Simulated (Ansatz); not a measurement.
Gas-phase electronic energies from Ansatz, PBE0-D4/def2-TZVP geometries. CCSD(T)/CBS adds triple-zeta CCSD(T) − MP2 to the extrapolated MP2 energy (def2 sets, frozen cores). This one scheme is used for every species. Each species was taken in one conformer, which may not be the lowest.

`CS[SiH](Cl)Cl` + `CCBS` → `CCBSC` + `S[SiH](Cl)Cl`  (substitution at a C–S bond)

```tsv
species	CCSD/CBS(def2) energy (Eh)
`CS[SiH](Cl)Cl`	-1646.96309
`CCBS`	-502.88957
`CCBSC`	-542.13932
`S[SiH](Cl)Cl`	-1607.71275
```

**Question.** Work out ΔE.

**Answer.** ΔE = (-542.13932) + (-1607.71275) − (-1646.96309) − (-502.88957) = 0.00059 Eh = +1.5 kJ/mol. CCSD(T)/CBS gives +1.7 kJ/mol.

Largest T1 diagnostic among the species: 0.012.
